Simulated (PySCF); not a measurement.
Q: Give a PBE0-D3(BJ)/def2-SVP geometry of `C#CC#CB(P)Br`.

A: 
```xyz
10
C4H3BBrP angstrom
C      3.7425    0.1234   -0.3603
C      2.5317    0.2133   -0.2643
C      1.1745    0.3124   -0.1558
C     -0.0464    0.4057   -0.0572
B     -1.5461    0.4817    0.0456
P     -2.5898   -1.0798    0.3245
Br    -2.3873    2.2035    0.0986
H      4.8115    0.0471   -0.4447
H     -1.9282   -1.9639   -0.5718
H     -3.7121   -0.7644   -0.4886
```

Orientation and origin are arbitrary. Atoms count from 1 in this order. B5 (three-coordinate boron) is planar (angles 121.1°, 119.6° and 119.0°, sum 359.6°, 0.06 Å off the plane of its three neighbours). P6 (three-coordinate phosphorus) is pyramidal (angles 99.6°, 99.4° and 98.3°, sum 297.3°, 0.74 Å off the plane of its three neighbours). The C–C distances run from 1.218 Å (C1≡C2, drawn triple) to 1.365 Å (C2–C3, drawn single), a spread of 0.147 Å.

Bonds between heavy atoms (Å): C1≡C2 1.218, C2–C3 1.365, C3≡C4 1.228, C4–B5 1.505, B5–P6 1.899, B5–Br7 1.917.

Method: PySCF, PBE0-D3(BJ)/def2-SVP geometry optimisation, gas phase.

No frequency check. The numbers are those of one conformer (C4–B5–P6–H -43° and -143°).

On an Arm Neoverse V1 with one thread (shared host), this took 67 s wall and 0.67 GiB of memory at its peak. These figures are those of the optimisation.
